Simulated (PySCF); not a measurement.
B3LYP has the VWN-RPA correlation part, as in Gaussian. Excitations are Tamm–Dancoff values on a coarser integration grid. The basis has no diffuse functions, so Rydberg states are missing or too high.

Cartesian coordinates (Å):
SMILES: SS
```xyz
4

S      0.9086     0.4773    -0.4901
S     -0.9198     0.4621     0.4837
H      1.5408    -0.4497     0.2568
H     -1.5296    -0.4898    -0.2504
```
Charge 0, spin multiplicity 1.

**Question.** What LUMO, HOMO–LUMO gap, S1 oscillator strength, S1 excitation (TDA) and T1 excitation (TDA) does PySCF 2.14.0 with B3LYP-D3(BJ)/def2-TZVP give?

**Answer.** 
- LUMO: -1.30 eV
- HOMO–LUMO gap: 5.98 eV
- S1 oscillator strength: 0.002
- S1 excitation (TDA): 4.73 eV
- T1 excitation (TDA): 3.97 eV
